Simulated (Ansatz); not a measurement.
Start from `[SeH][Hf]([SeH])([SeH])[SeH]` and change one element to get `[SeH][Zr]([SeH])([SeH])[SeH]`.

Ansatz, PBE0-D4/def2-TZVP geometries, multiplicity 1. Each molecule was computed in one conformer, which needn't be the lowest.

Elements past krypton have def2 core potentials. Scalar relativity is left out up to krypton.

```json
{"property": "HOMO–LUMO gap (ωB97M-V/def2-TZVPP) / eV", "`[SeH][Hf]([SeH])([SeH])[SeH]`": "9.30"}
{"property": "HOMO energy (PBE0/def2-TZVPP) / eV", "`[SeH][Hf]([SeH])([SeH])[SeH]`": "-7.48"}
{"property": "HOMO energy (ωB97M-V/def2-TZVPP) / eV", "`[SeH][Hf]([SeH])([SeH])[SeH]`": "-9.58"}
{"property": "HOMO–LUMO gap (PBE0/def2-TZVPP) / eV", "`[SeH][Hf]([SeH])([SeH])[SeH]`": "5.25"}
{"property": "LUMO energy (ωB97M-V/def2-TZVPP) / eV", "`[SeH][Hf]([SeH])([SeH])[SeH]`": "-0.28"}
{"property": "HOMO–LUMO gap (PBE/def2-TZVPP) / eV", "`[SeH][Hf]([SeH])([SeH])[SeH]`": "3.38"}
```

Task: What does the change do to each property? (Estimate.)

Result: Computed: 
| property | `[SeH][Zr]([SeH])([SeH])[SeH]` | shift |
| --- | --- | --- |
| HOMO–LUMO gap (ωB97M-V/def2-TZVPP) / eV | 8.92 | -0.38 |
| HOMO energy (PBE0/def2-TZVPP) / eV | -7.42 | 0.06 |
| HOMO energy (ωB97M-V/def2-TZVPP) / eV | -9.50 | 0.08 |
| HOMO–LUMO gap (PBE0/def2-TZVPP) / eV | 4.91 | -0.34 |
| LUMO energy (ωB97M-V/def2-TZVPP) / eV | -0.58 | -0.30 |
| HOMO–LUMO gap (PBE/def2-TZVPP) / eV | 3.08 | -0.30 |

With PBE0 the HOMO rises by 0.06 eV and the LUMO falls by 0.28 eV, so the gap narrows by about 0.34 eV. PBE moves the HOMO by 0.05 eV and ωB97M-V by 0.08 eV.

Spin–orbit coupling is left out; it splits and shifts lone-pair levels of the heavy atoms by tenths of an eV.
